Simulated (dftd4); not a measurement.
C2H2F (SMILES [CH-]=CF), charge -1, singlet, at a GFN2-xTB geometry; D4 for pbe run with dftd4 4.2.0.

Here is a job for dftd4.
```
$ dftd4 mol.xyz --func pbe --charge -1 --json dftd4.json --noedisp --grad

# file mol.xyz
5

C      0.12287813     0.40730308    -0.00331883
C      1.24949282    -0.26376349    -0.03891045
F     -1.12740689    -0.31305432     0.03446280
H     -0.19677651     1.48659008     0.00782128
H      2.10921281     0.46966118    -0.06461080
```

Write the output that dftd4 gives for this input, abridged.


```
                    ____  _____ _____     ____  _  _
      -------------|  _ \|  ___|_   _|---|  _ \| || |------------
     |             | | | | |_    | | ___ | | | | || |_           |
     |             | |_| |  _|   | ||___|| |_| |__   _|          |
     |             |____/|_|     |_|     |____/   |_|            |
     |             ===================================           |
     |            E. Caldeweyher, S. Ehlert & S. Grimme          |
     |          Mulliken Center for Theoretical Chemistry        |
     |                    University of Bonn                     |
      -----------------------------------------------------------

Rational (Becke-Johnson) damping: pbe-D4-ATM
---------------------
  s6         1.0000
  s8         0.9595
  s9         1.0000
  a1         0.3857
  a2         4.8069
 alp        16.0000
--------------------

Dispersion energy:      -2.3958358582709E-03 Eh

Gradient norm:           1.8568321366544E-04 Eh/a0
--------------------------------------------------
     #    Z           dE/dx      dE/dy      dE/dz
--------------------------------------------------
     1    6 C     1.902E-06  6.274E-05  1.475E-08
     2    6 C     1.219E-04  1.894E-05 -3.743E-06
     3    9 F    -1.085E-04 -2.478E-06  3.349E-06
     4    1 H    -1.387E-05 -4.952E-05  3.705E-07
     5    1 H    -1.410E-06 -2.968E-05  8.771E-09
--------------------------------------------------

Virial:
--------------------------------------------------
      component           x          y          z
--------------------------------------------------
          x       5.189E-04 -3.532E-05 -1.607E-05
          y      -3.532E-05 -1.251E-04  9.444E-07
          z      -1.607E-05  9.444E-07  4.976E-07
--------------------------------------------------

[Info] Dispersion results written to 'dftd4.txt'
[Info] JSON dump of results written to 'dftd4.json'
```
